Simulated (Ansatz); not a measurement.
Harmonic frequencies (cm⁻¹) at PBE0-D4/def2-TZVP from Ansatz: 84, 104, 116, 145, 155, 172, 186, 228, 241, 271, 338, 459, 630, 702, 725, 2423, 4015, 4020.

Each molecule was computed in one conformer, which needn't be the lowest.

(1) Which molecule is it?
A. `[OH][Hf]([OH])([F])[SeH]`
B. `[OH][Hf]([Cl])([Cl])[Cl]`
C. `[OH][Hf]([OH])([OH])[I]`
D. `[F][Hf]([F])([F])[SeH]`

## Answers

(1) A.
